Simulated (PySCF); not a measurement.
## From a computed spectrum to the compound

A species of 3 atoms with charge 2 has these harmonic modes (PBE0, small Gaussian bases with core potentials, PySCF 2.14.0):

| cm⁻¹ | km/mol | symmetry |
| --- | --- | --- |
| 78 | 0.0 | πu |
| 78 | 0.0 | πu |
| 323 | 0.0 | σg+ |
| 409 | 0.2 | σu+ |

Question: Which species is it, and in which structure?

Answer: [PbCl2]2+ (singlet):
```xyz
3

Pb    0.0000    0.0000    0.0000
Cl    2.3259    0.0000    0.0000
Cl   -2.3259    0.0000    0.0000
```
Ideal gas at 298.15 K and 1 bar: S = 294.0 J/(mol K), Cp = 58.4 J/(mol K), H − H(0 K) = 14.6 kJ/mol (rigid rotor, harmonic modes, spin degeneracy alone). 
 The answer isn't unique; the calculation gave this one.
